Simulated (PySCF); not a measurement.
Worked example: chemical shift, span and skew from a shielding tensor

C₃H₆OSi₂, SMILES O=C[Si@H]1C=C[SiH2]1. Atoms are numbered in the order given.

```xyz
12

O      2.9997    -0.4265     0.2935
C      1.9507    -0.3952    -0.2985
Si     0.4023     0.5554     0.3560
C     -0.7436     1.1295    -1.0331
C     -1.8254     0.3138    -0.9651
Si    -1.5272    -0.7676     0.5565
H      1.8235    -0.9667    -1.2629
H      0.8474     1.5464     1.3791
H     -0.6255     1.9093    -1.7978
H     -2.6594     0.3583    -1.6787
H     -1.4672    -2.2436     0.3199
H     -2.4571    -0.5096     1.6985
```

The structure is a stationary point at PBE0-D3(BJ)/def2-SVP. The structure was generated by enumeration; whether it is a known compound was not checked. The values are those of a single conformer.

GIAO shieldings from PBE0/pcSseg-1 run with PySCF, non-relativistic, no solvent. The symmetric part of the tensor of Si6 has the principal values 373.3, 380.0, 467.8 ppm. The same nucleus in TMS has σ = 352.7 ppm at this level (PySCF, at its B3LYP-D3(BJ)/def2-TZVP geometry).

Work out the isotropic shielding, the ²⁹Si shift against TMS, the span and the skew.


σ(iso) = (σ11 + σ22 + σ33)/3 = 407.0 ppm. δ = σ(ref) − σ(iso) = 352.7 − (407.0) = -54.3 ppm.
Span Ω = σ33 − σ11 = 94.5 ppm. Skew κ = 3(σ(iso) − σ22)/Ω = 0.86. Tumbling in solution averages the tensor to δ; in a static solid the shielding alone would spread this spin-1/2 line over Ω.
